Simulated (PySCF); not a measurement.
Geometries of 2 isomers of C5H6O3, from PBE0-D3(BJ)/def2-SVP geometry optimisation, gas phase (PySCF 2.14.0). One conformer each, no zero-point energy, no frequencies.

Question: Which isomer lies lower at this level?
A.
```xyz
14
angstrom
O     -3.201    0.565   -1.251
C     -2.162    0.401   -0.685
C     -0.892    1.155   -0.795
C      0.006    0.608    0.034
C      1.428    0.983    0.296
O      2.282   -0.130    0.292
C     -0.649   -0.549    0.725
O     -1.961   -0.599    0.221
H     -0.772    2.007   -1.462
H      1.744    1.770   -0.413
H      1.499    1.421    1.306
H      2.320   -0.475   -0.606
H     -0.669   -0.413    1.821
H     -0.125   -1.498    0.521
```
B.
```xyz
14
angstrom
C      3.851    0.200    0.520
C      2.605    0.394    0.095
O      1.528    0.104    0.865
C      0.295    0.328    0.358
C     -0.768    0.051    1.124
O     -2.097    0.204    0.809
C     -2.530    0.644   -0.374
O     -1.853    0.968   -1.306
H      4.053   -0.204    1.514
H      4.686    0.447   -0.134
H      2.370    0.796   -0.898
H      0.226    0.725   -0.656
H     -0.648   -0.346    2.132
H     -3.638    0.664   -0.353
```

Answer: A. That is `O=C1C=C(CO)CO1`, 37.1 kcal/mol below the other.

| SMILES | atoms numbered as above | E (Eh) | relative (kcal/mol) | relative (kJ/mol) | dipole (D) |
| --- | --- | --- | --- | --- | --- |
| O=C1C=C(CO)CO1 | [O:1]=[C:2]1[CH:3]=[C:4]([CH2:5][OH:6])[CH2:7][O:8]1 | -419.03576 | 0.0 | 0.0 | 4.39 |
| C=CO/C=C/OC=O | [CH2:1]=[CH:2][O:3]/[CH:4]=[CH:5]/[O:6][CH:7]=[O:8] | -418.97668 | 37.1 | 155.1 | 0.48 |

As drawn, the lower has an O–H bond, which the higher lacks.
